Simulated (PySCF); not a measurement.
A series of related open-shell species. All by UKS B3LYP (pcH-1 on C Cl H Si) in PySCF, non-relativistic with spin–orbit coupling as a perturbation, on GFN2-xTB geometries; isolated species, one conformer each; SCF stability not tested; the geometry of CC#C[Si](C)C has an imaginary frequency at that level. Couplings are magnitudes for isotopes of over 50 % abundance, averaged over nuclei equivalent by connectivity (but not across a short bond from an atom whose three angles sum to over 350°); populations are Mulliken's. The geometries weren't refined by DFT: couplings that depend on bond lengths, twists or pyramidal angles can differ widely from those at the functional's own minimum, by a factor of two or more for some ions and for spin on atoms past the first row.

| species | change | ⟨S²⟩ | g1 | g2 | g3 | largest spin population on | largest couplings |
| --- | --- | --- | --- | --- | --- | --- | --- |
| CC#C[Si](C)C | X = H replaced by propynyl | 0.754 | 2.0021 | 2.0030 | 2.0040 | silicon bonded to 3 C (0.89) | 6 × 1H 20 MHz, 3 × 1H 13 MHz |
| C[Si](C)Cl | X = H replaced by Cl | 0.751 | 2.0021 | 2.0053 | 2.0067 | silicon bonded to 2 C and Cl (0.85) | 1 × 35Cl 20 MHz, 6 × 1H 15 MHz |
| C[Si](C)C | X = H replaced by CH3 | 0.751 | 2.0021 | 2.0040 | 2.0040 | silicon bonded to 3 C (0.94) | 9 × 1H 19 MHz |

(1) Predict the same entries for `C#C[Si](C)C` [radical] (X = H replaced by ethynyl).

(2) How many first-order lines does each doublet give under fast tumbling, over what width, and where is its centre at 9.5 GHz?

Answers

(1) ⟨S²⟩: 0.754; g1: 2.0021; g2: 2.0029; g3: 2.0041; largest spin population on: silicon bonded to 3 C (0.89); largest couplings: 6 × 1H 20 MHz, 1 × 1H 13 MHz. The largest Mulliken spin populations are on Si3 (+0.89), C1 (+0.18) and C2 (-0.10). The angles at Si3 add up to 336.4°, so it is pyramidal. (Numbering: [CH:1]#[C:2][Si:3]([CH3:4])[CH3:5] (hydrogens: H6 on C1; H7, H8, H9 on C4; H10, H11, H12 on C5).)

(2) 
| species | lines | width (mT) | centre (mT) |
| --- | --- | --- | --- |
| C#C[Si](C)C | 14 | 4.7 | 338.86 |
| CC#C[Si](C)C | 28 | 5.6 | 338.86 |
| C[Si](C)Cl | 28 | 5.5 | 338.58 |
| C[Si](C)C | 10 | 6.1 | 338.80 |

Splittings under 0.05 mT aren't counted.

Means can hide wide spreads in the frozen geometry: C#C[Si](C)C, 6 × 1H from 0 to 57 MHz (mean 20); CC#C[Si](C)C, 6 × 1H from 1 to 55 MHz (mean 20); C[Si](C)Cl, 6 × 1H from -4 to 50 MHz (mean 15); C[Si](C)C, 9 × 1H from 1 to 55 MHz (mean 19); CC#C[Si](C)C, 3 × 1H from 7 to 24 MHz (mean 13).
